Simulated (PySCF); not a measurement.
ethylene glycol (C$_{2}$H$_{6}$O$_{2}$), singlet, geometry from GFN2-xTB; LC-WPBE/6-31G** run with PySCF.

Here is a job for PySCF.
```python
from pyscf import gto, scf, dft

mol = gto.Mole()
mol.atom = '''
    O     1.38862697   -0.50655432    0.02194566
    C     0.63163470    0.66843375   -0.19835464
    C    -0.80964679    0.23574802   -0.47099206
    O    -1.37630039   -0.40343259    0.64080028
    H     2.30215418   -0.26736004    0.20373679
    H     0.65745438    1.31370296    0.68995200
    H     1.01699273    1.22851647   -1.06037086
    H    -1.42832720    1.11028504   -0.68117583
    H    -0.81625899   -0.43066573   -1.34505395
    H    -0.76255508   -1.09967399    0.90702455
'''
mol.basis = '6-31g**'
mol.verbose = 4
mol.build()

mf = dft.RKS(mol)
mf.xc = 'lc_wpbe'
mf.kernel()
mf.analyze()
```

Problem. Predict the main parts of the log of this PySCF run.

Solution. 
```
PySCF version 2.14.0

[INPUT] verbose = 4
[INPUT] num. atoms = 10
[INPUT] num. electrons = 34
[INPUT] charge = 0
[INPUT] spin (= nelec alpha-beta = 2S) = 0
[INPUT] symmetry False subgroup None
[INPUT] Mole.unit = angstrom
[INPUT] Symbol           X                Y                Z      unit          X                Y                Z       unit  Magmom
[INPUT]  1 O      1.388626970000  -0.506554320000   0.021945660000 AA    2.624124662485  -0.957248932015   0.041471287023 Bohr   0.0
[INPUT]  2 C      0.631634700000   0.668433750000  -0.198354640000 AA    1.193616593772   1.263156719916  -0.374835945137 Bohr   0.0
[INPUT]  3 C     -0.809646790000   0.235748020000  -0.470992060000 AA   -1.530010690733   0.445499192208  -0.890046000245 Bohr   0.0
[INPUT]  4 O     -1.376300390000  -0.403432590000   0.640800280000 AA   -2.600830802232  -0.762377104824   1.210937029745 Bohr   0.0
[INPUT]  5 H      2.302154180000  -0.267360040000   0.203736790000 AA    4.350440896723  -0.505237252253   0.385006734598 Bohr   0.0
[INPUT]  6 H      0.657454380000   1.313702960000   0.689952000000 AA    1.242408717596   2.482538803430   1.303820319096 Bohr   0.0
[INPUT]  7 H      1.016992730000   1.228516470000  -1.060370860000 AA    1.921837730374   2.321559667817  -2.003810515870 Bohr   0.0
[INPUT]  8 H     -1.428327200000   1.110285040000  -0.681175830000 AA   -2.699147224267   2.098134645802  -1.287235761373 Bohr   0.0
[INPUT]  9 H     -0.816258990000  -0.430665730000  -1.345053950000 AA   -1.542505937814  -0.813840280936  -2.541783588264 Bohr   0.0
[INPUT] 10 H     -0.762555080000  -1.099673990000   0.907024550000 AA   -1.441020256096  -2.078082667408   1.714027987757 Bohr   0.0

nuclear repulsion = 133.379710536957
number of shells = 42
number of NR pGTOs = 150
number of NR cGTOs = 86
basis = 6-31g**
ecp = {}

******** <class 'pyscf.dft.rks.RKS'> ********
method = RKS
initial guess = minao
damping factor = 0
level_shift factor = 0
DIIS = <class 'pyscf.scf.diis.CDIIS'>
diis_start_cycle = 1
diis_space = 8
diis_damp = 0
SCF conv_tol = 1e-09
SCF conv_tol_grad = None
SCF max_cycles = 50
direct_scf = True
direct_scf_tol = 1e-13
XC library pyscf.dft.libxc version 7.1.2
    S. Lehtola, C. Steigemann, M. J. T. Oliveira, and M. A. L. Marques,  SoftwareX 7, 1–5 (2018)
XC functionals = lc_wpbe
    O. A. Vydrov and G. E. Scuseria,  J. Chem. Phys. 125, 234109 (2006)
radial grids:
    Treutler-Ahlrichs [JCP 102, 346 (1995); DOI:10.1063/1.469408] (M4) radial grids

becke partition: Becke, JCP 88, 2547 (1988); DOI:10.1063/1.454033
pruning grids: <function nwchem_prune>
grids dens level: 3
symmetrized grids: False
atomic radii adjust function: <function treutler_atomic_radii_adjust>
small_rho_cutoff = 0
Set gradient conv threshold to 3.16228e-05
Initial guess from minao.
tot grids = 115248
init E= -230.497724714595
  HOMO = -0.348955032948129  LUMO = 0.0711760390913683  gap/eV = 11.43235
cycle= 1 E= -229.990296356718  delta_E= 0.507  |g|= 0.818  |ddm|= 2.65
  HOMO = -0.258839419815598  LUMO = 0.176180182340725  gap/eV = 11.83749
cycle= 2 E= -230.005549710188  delta_E= -0.0153  |g|= 0.803  |ddm|= 1.02
  HOMO = -0.374475224277625  LUMO = 0.167243096485881  gap/eV = 14.74091
cycle= 3 E= -230.118020672032  delta_E= -0.112  |g|= 0.0389  |ddm|= 0.522
  HOMO = -0.372991020317007  LUMO = 0.173346777616568  gap/eV = 14.86661
cycle= 4 E= -230.118415498598  delta_E= -0.000395  |g|= 0.00826  |ddm|= 0.036
  HOMO = -0.372724719428755  LUMO = 0.17336086801994  gap/eV = 14.85975
cycle= 5 E= -230.118440292985  delta_E= -2.48e-05  |g|= 0.00247  |ddm|= 0.0145
  HOMO = -0.373080486727745  LUMO = 0.173091980088687  gap/eV = 14.86211
cycle= 6 E= -230.118441683896  delta_E= -1.39e-06  |g|= 0.000705  |ddm|= 0.00304
  HOMO = -0.373105363941705  LUMO = 0.173125121141282  gap/eV = 14.86369
cycle= 7 E= -230.118441851027  delta_E= -1.67e-07  |g|= 0.000251  |ddm|= 0.00138
  HOMO = -0.373063281777358  LUMO = 0.173118393355567  gap/eV = 14.86236
cycle= 8 E= -230.118441865577  delta_E= -1.46e-08  |g|= 7.73e-05  |ddm|= 0.000331
  HOMO = -0.373079646823428  LUMO = 0.17311694573195  gap/eV = 14.86277
cycle= 9 E= -230.118441868322  delta_E= -2.74e-09  |g|= 1.09e-05  |ddm|= 0.000157
  HOMO = -0.373078840512137  LUMO = 0.17311728277728  gap/eV = 14.86275
cycle= 10 E= -230.118441868421  delta_E= -9.92e-11  |g|= 3.08e-06  |ddm|= 3.96e-05
  HOMO = -0.373079027190278  LUMO = 0.173117366306123  gap/eV = 14.86276
Extra cycle  E= -230.118441868427  delta_E= -5.8e-12  |g|= 1.27e-06  |ddm|= 8.81e-06
converged SCF energy = -230.118441868427
**** SCF Summaries ****
Total Energy =                        -230.118441868427055
Nuclear Repulsion Energy =             133.379710536956907
One-electron Energy =                 -578.435103879058488
Two-electron Energy =                  214.936951473674497
Two-electron Coulomb Energy =          245.142577132142833
DFT Exchange-Correlation Energy =      -30.205625658468328
HOMO-LUMO gap [eV] =                    14.862760906162382
**** MO energy ****
MO #1   energy= -18.9857523795264  occ= 2
MO #2   energy= -18.965223537788   occ= 2
MO #3   energy= -10.1598812881649  occ= 2
MO #4   energy= -10.1521903666524  occ= 2
MO #5   energy= -1.16465557024305  occ= 2
MO #6   energy= -1.13485261595548  occ= 2
MO #7   energy= -0.875708968654549 occ= 2
MO #8   energy= -0.75108058019448  occ= 2
MO #9   energy= -0.659073543392396 occ= 2
MO #10  energy= -0.618865110912768 occ= 2
MO #11  energy= -0.58281797234814  occ= 2
MO #12  energy= -0.541036447496163 occ= 2
MO #13  energy= -0.524419689042716 occ= 2
MO #14  energy= -0.470342897476205 occ= 2
MO #15  energy= -0.43459343226769  occ= 2
MO #16  energy= -0.393080700626789 occ= 2
MO #17  energy= -0.373079027190278 occ= 2
MO #18  energy= 0.173117366306123  occ= 0
MO #19  energy= 0.228664706966544  occ= 0
MO #20  energy= 0.231429840637388  occ= 0
MO #21  energy= 0.264233600605536  occ= 0
MO #22  energy= 0.27376498788075   occ= 0
MO #23  energy= 0.282801409569357  occ= 0
MO #24  energy= 0.321337976991749  occ= 0
MO #25  energy= 0.341805123003849  occ= 0
 ** Mulliken pop on meta-lowdin orthogonal AOs  **
 ** Mulliken pop  **
 ** Mulliken atomic charges  **
charge of    0O =     -0.52852
charge of    1C =     -0.00827
charge of    2C =      0.00795
charge of    3O =     -0.51892
charge of    4H =      0.32564
charge of    5H =      0.09603
charge of    6H =      0.09249
charge of    7H =      0.11460
charge of    8H =      0.09516
charge of    9H =      0.32385
Dipole moment(X, Y, Z, Debye):  2.34815,  1.01789, -0.52442
```
